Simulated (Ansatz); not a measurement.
```yaml
crystal:
  periodic: [false, false, false]
  atoms:
    - {symbol: O, position_ang: [-1.569576, -1.384387, -0.974912]}
    - {symbol: C, position_ang: [-0.423797, -0.571974, -0.802214]}
    - {symbol: F, position_ang: [-0.764476, 0.728513, -1.365035]}
    - {symbol: O, position_ang: [-0.143654, -0.380928, 0.477878]}
    - {symbol: Si, position_ang: [1.040076, 0.713315, 0.976557]}
    - {symbol: H, position_ang: [-2.273206, -1.150717, -0.300024]}
    - {symbol: H, position_ang: [0.276842, -0.928431, -1.467748]}
    - {symbol: H, position_ang: [2.170568, 0.624937, 0.118583]}
    - {symbol: H, position_ang: [0.472611, 2.120233, 1.085770]}
    - {symbol: H, position_ang: [1.384642, 0.196018, 2.313925]}
basis:
  gaussian: {orbitals: def2-TZVPP}
total_charge: 4
hamiltonian: {xc: {name: PBE0}, dispersion: d4}
output: {forces: true}
```

```sh
$ ansatz run in.yaml --threads 4 --pin off --events-out ev --progress --plain --max-ram 10444MiB
```

It prints (some lines left out):

```
Functional definition: PBE0
1224 factors; their error is unknown
mean field evaluation 1: about -15639.0012 eV, gradient 1.8e2 eV
mean field evaluation 2: about -14334.0486 eV, gradient 5.4e2 eV
mean field evaluation 4: about -15593.2905 eV, gradient 2.2e2 eV
mean field evaluation 8: about -15692.5491 eV, gradient 9.9e1 eV
mean field evaluation 16: about -15714.8279 eV, gradient 7.7e-2 eV
mean field -15714.82806452 eV, -577.5092794782 hartree, gradient 1.5e-5 eV, S^2 0.000000; 4 other end points of the search recorded, 0 dependent functions left out
reference -15714.82809020 eV, -577.5092804219 hartree; 23, 23 occupied and 213, 213 virtual orbitals, 1224 factors
Total energy: -15714.91414350 eV, -577.5124428224 hartree
Atom 0 at    -1.569576    -1.384387    -0.974912 Å, force     0.356686     1.036463    -1.200164 eV/Å
Atom 1 at    -0.423797    -0.571974    -0.802214 Å, force    -5.076759     2.524365     0.222051 eV/Å
Atom 2 at    -0.764476     0.728513    -1.365035 Å, force     0.030533    -2.736503     0.035106 eV/Å
Atom 3 at    -0.143654    -0.380928     0.477878 Å, force     1.339497     1.355652    -0.030731 eV/Å
Atom 4 at     1.040076     0.713315     0.976557 Å, force     0.194915    -2.482276    -0.891277 eV/Å
Atom 5 at    -2.273206    -1.150717    -0.300024 Å, force    -1.672883    -0.859382     1.081885 eV/Å
Atom 6 at     0.276842    -0.928431    -1.467748 Å, force     3.582636    -1.927257    -2.676431 eV/Å
Atom 7 at     2.170568     0.624937     0.118583 Å, force     2.448488     0.101204    -2.593731 eV/Å
Atom 8 at     0.472611     2.120233     1.085770 Å, force    -1.567483     3.791040     1.318995 eV/Å
Atom 9 at     1.384642     0.196018     2.313925 Å, force     0.364370    -0.803305     4.734297 eV/Å
Dipole moment:     1.052284     0.555539     1.481916 e Å
```

(1) What is wrong with this run?

## Answers

(1) The charge is far from anything that the molecule holds. The calculation finished and met its thresholds. The result belongs to that input, not to the molecule as meant.
